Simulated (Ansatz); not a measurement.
One change: `[OH][Ta](=[S])([Cl])[Cl]` becomes `[S]=[Ta]([Cl])([Cl])[Cl]`.

Ansatz, PBE0-D4/def2-TZVP geometries, multiplicity 1. Each molecule was computed in one conformer, which needn't be the lowest.

Elements past krypton have def2 core potentials.

| property | `[OH][Ta](=[S])([Cl])[Cl]` |
| --- | --- |
| HOMO–LUMO gap (ωB97M-V/def2-TZVPP) / eV | 9.77 |
| size of the dipole moment (ωB97M-V/def2-TZVPP) / D | 2.37 |
| LUMO energy (PBE0/def2-TZVPP) / eV | -2.37 |
| HOMO energy (B3LYP/def2-TZVPP) / eV | -7.75 |
| HOMO energy (ωB97M-V/def2-TZVPP) / eV | -10.07 |
| zero-point energy (PBE0-D4/def2-TZVP) / kJ/mol | 46.1 |

Problem. What does the change do to each property? (Best estimate.)

Solution. Computed: 
```json
{"property": "HOMO–LUMO gap (ωB97M-V/def2-TZVPP) / eV", "`[S]=[Ta]([Cl])([Cl])[Cl]`": "9.54", "shift": "-0.23"}
{"property": "size of the dipole moment (ωB97M-V/def2-TZVPP) / D", "`[S]=[Ta]([Cl])([Cl])[Cl]`": "1.25", "shift": "-1.12"}
{"property": "LUMO energy (PBE0/def2-TZVPP) / eV", "`[S]=[Ta]([Cl])([Cl])[Cl]`": "-2.88", "shift": "-0.51"}
{"property": "HOMO energy (B3LYP/def2-TZVPP) / eV", "`[S]=[Ta]([Cl])([Cl])[Cl]`": "-8.02", "shift": "-0.27"}
{"property": "HOMO energy (ωB97M-V/def2-TZVPP) / eV", "`[S]=[Ta]([Cl])([Cl])[Cl]`": "-10.35", "shift": "-0.28"}
{"property": "zero-point energy (PBE0-D4/def2-TZVP) / kJ/mol", "`[S]=[Ta]([Cl])([Cl])[Cl]`": "14.5", "shift": "-31.6"}
```

With PBE0 the HOMO falls by 0.27 eV and the LUMO falls by 0.51 eV, so the gap narrows by about 0.24 eV. PBE moves the HOMO by -0.27 eV and ωB97M-V by -0.28 eV. The zero-point energy changes by -31.6 kJ/mol with -3 modes. Dipoles are sizes alone; their direction can turn.

B3LYP here is the variant with VWN-RPA as its local correlation; programs differ in this.
